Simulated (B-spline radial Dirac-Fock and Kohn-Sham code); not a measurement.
# Binding energies of Ru³⁺ in different valence configurations

Method: multi-electron Dirac-Fock with separately optimised hole states, Breit and Lamb-shift corrections added in first order. Computed with an atomic code on a B-spline grid. The model has no electron correlation.

Reference: the tabulated ground configuration [Kr] 4d5, with 2s 3278.6 eV, 3p1/2 533.9 eV, 3p3/2 511.4 eV, 3d3/2 331.3 eV, 3d5/2 327.2 eV, 4p3/2 89.65 eV, Kα1 19277.5 eV, Kβ1 21653.5 eV, Lα1 2560.2 eV.

Q: One of these configurations gives the following shifts from the reference, in eV: average energy +16.31, 2s +7.73, 3p1/2 +7.49, 3p3/2 +7.48, 3d3/2 +7.42, 3d5/2 +7.41, 4p3/2 +5.52, Kα1 -0.38, Kβ1 -0.16, Lα1 +0.29. Which?
A. [Kr] 4d4 5s1
B. [Kr] 4d4 5p1
C. [Kr] 4d3 5s2

A: B. The others give [Kr] 4d3 5s2: 2s +13.60; [Kr] 4d4 5s1: 2s +6.57.
